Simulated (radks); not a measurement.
Numerical settings for neutral indium, [Kr] 4d10 5s2 5p1. All-electron calculation, Dirac Kohn-Sham, PBE, spin-unpolarised, spherical densities, finite nucleus; open shells fill j = l - 1/2 first; Fermi nuclear charge, rms radius 4.6156 fm. Program: a radial shooting solver on a logarithmic mesh with Libxc functionals. The defaults (mesh step 0.008 in ln r, mesh end at 40 bohr or more with all orbitals vanishing there, Anderson mixing 0.5 over 9 steps, residual threshold near 1e-9 with the energy settled to 1e-9 hartree or 1e-11 of itself, here a cap of 53 iterations) give E = -5883.0795 hartree and 5p1/2 at -2.641 eV in 14 iterations. Times are rough (one thread of a shared host). Changes against that run (0 stands for a change within the tolerance of the run):

| setting | iterations | converged | E (mhartree) | e(5p1/2) (meV) | CPU (s) |
|---|---|---|---|---|---|
| mesh step in ln r 0.012 | 14 | yes | 0 | 0 | 0.1 |
| mesh step in ln r 0.2 | 4 | no | diverged | - | 0.01 |
| mesh step in ln r 0.003 | 16 | yes | 0 | 0 | 0.36 |
| mesh end (bohr) 12 | 14 | yes | +0.2 | +23.3 | 0.12 |
| mesh end (bohr) 3 | 14 | level above zero | +1.99e+03 | +2.76e+04 | 0.1 |
| residual threshold 1e-16 | 53 | no | 0 | 0 | 0.26 |
| residual threshold 0.001 | 10 | yes | 0 | +0.431 | 0.11 |
| mixing 0.05 | 33 | yes | 0 | 0 | 0.28 |
| linear mixing, mixing 1 | 53 | no | +4.5e+04 | -2.98e+05 | 1.5 |
| linear mixing, mixing 0.2 | 53 | no | 0 | -0.0132 | 0.35 |
| mixing history 3 | 18 | yes | 0 | 0 | 0.15 |
| iteration cap 8 | 8 | no | 0 | -0.43 | 0.08 |

Settled on a wrong energy, with an occupied level pushed above zero by the early mesh end: mesh end (bohr) 3 (+1.99 hartree). Apart from these: no run marked as converged misses the energy by more than 1 mhartree. A mesh that ends early acts as a hard wall.
